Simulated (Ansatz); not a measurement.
System: C$_{4}$H$_{5}$OSi (charge 0, doublet). It need not be the lowest isomer of its formula. 
Geometry from a B3LYP-D3(BJ)/def2-TZVP (Ansatz, a program for electronic structure) optimisation:
SMILES: c1[c]oc([SiH3])c1
```xyz
11

Si     1.9815     0.2263     0.1340
C      0.1362     0.0973     0.0052
C     -0.8684     1.0130    -0.1137
C     -2.1222     0.3140    -0.1710
C     -1.7554    -0.9858    -0.0800
O     -0.4551    -1.1803     0.0249
H      2.6441    -0.4737    -0.9897
H      2.2948     1.6716     0.0856
H      2.4686    -0.3554     1.4053
H     -0.7355     2.0822    -0.1567
H     -3.1131     0.7191    -0.2637
```
Charge 0, spin multiplicity 2.

Basis-set convergence of Hartree-Fock and CCSD(T) correlation energies (hartree) with Ansatz. Valence correlation only, unless marked. Open shells are spin-unrestricted. Spin-orbit coupling is left out. No relativistic terms.

The UHF reference is spin-contaminated (<S^2> 0.34 over the pure value in the largest basis). 

```tsv
basis	functions	E(HF)	E(corr, CCSD(T))
cc-pV(D+d)Z	118	-518.09323	-0.84779
cc-pV(T+d)Z	259	-518.16766	-1.02881
cc-pV(Q+d)Z	489	-518.18650	-1.08756
```

Extrapolating the two largest sets (X = 3 and 4) as X^-3: E(corr) = (64·(-1.08756) - 27·(-1.02881))/37 = -1.1304 Eh, an estimate of the basis-set limit. The largest set recovers 96.2 % of it, the smallest 75.0 %.
